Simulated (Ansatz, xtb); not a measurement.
Species: sum formula H2GeO2 (charge +1, doublet). 
Structure (B3LYP-D3(BJ)/def2-TZVP (Ansatz, a first-principles code) minimum search):
```
Ge
O 1 1.7337
H 2 0.9732 1 120.52
O 1 1.7337 2 108.18 3 -180.00
H 4 0.9732 1 120.52 2 -180.00
```
Charge +1, spin multiplicity 2.

Harmonic wavenumbers from GFN2-xTB (xtb, at its own minimum), cm⁻¹: 193, 316, 376, 505, 563, 623, 669, 3339, 3365.

Problem. Give the harmonic wavenumbers at B3LYP-D3(BJ)/def2-TZVP (Ansatz, finite differences of forces, unscaled).

Solution. 221, 313, 404, 704, 711, 819, 879, 3714, 3723 cm⁻¹. Zero-point energy 16.4 kcal/mol.

Problem. From these and the geometry, give the ideal-gas thermochemistry at 298.15 K and 1 atm (rigid rotor, harmonic oscillator).

Solution. Point group C2v, rotational symmetry number 2. Rotational constants 21.82, 6.856, 5.216 GHz. S(trans) 39.91, S(rot) 22.16, S(vib) 5.18, S(elec, spin only) 1.38, S 68.6 cal/(mol K). H(298) - H(0) 3.37 kcal/mol; G - E(el) -0.7 kcal/mol.
